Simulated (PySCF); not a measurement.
C₈H₆N₂O₃S, SMILES c1nnc(-c2scc3c2OCCO3)o1. Heavy atoms are numbered as in [cH:1]1[n:2][n:3][c:4](-[c:5]2[s:6][cH:7][c:8]3[c:9]2[O:10][CH2:11][CH2:12][O:13]3)[o:14]1. Hydrogens are named by the atom that carries them.

Geometry: PBE-D3(BJ)/def2-SVP. The structure was generated by enumeration, and PubChem lists no compound with its InChIKey, so it may never have been made. One conformer was computed; it need not be the lowest.

Calculation: PBE0/pcSseg-1 run with PySCF.

GIAO shieldings, no solvent; atoms alike by connectivity are averaged. δ = σ(ref) − σ: ¹³C against TMS (σ = 186.3 ppm); ¹⁵N against NH3 (σ = 267.4 ppm); ³³S against H2S (σ = 716.7 ppm); ¹⁷O against H2O (σ = 334.2 ppm); ¹H against TMS (σ = 31.56 ppm), references at their B3LYP-D3(BJ)/def2-TZVP geometries, non-relativistic.

Computed chemical shifts:
| nucleus | atoms | count | δ (ppm) |
|---|---|---|---|
| ¹³C | C4 | 1 | 171.3 |
| ¹³C | C1 (CH) | 1 | 161.8 |
| ¹³C | C9 | 1 | 150.4 |
| ¹³C | C8 | 1 | 150.1 |
| ¹³C | C7 (CH) | 1 | 118.9 |
| ¹³C | C5 | 1 | 115.3 |
| ¹³C | C11 (CH2) | 1 | 70.1 |
| ¹³C | C12 (CH2) | 1 | 69.3 |
| ¹⁵N | N2 | 1 | 368.9 |
| ¹⁵N | N3 | 1 | 349.4 |
| ³³S | S6 | 1 | 357.1 |
| ¹⁷O | O14 | 1 | 332.2 |
| ¹⁷O | O10 | 1 | 121.5 |
| ¹⁷O | O13 | 1 | 105.6 |
| ¹H | H on C1 | 1 | 8.61 |
| ¹H | H on C7 | 1 | 7.08 |
| ¹H | H on C11 | 2 | 4.59 |
| ¹H | H on C12 | 2 | 4.49 |
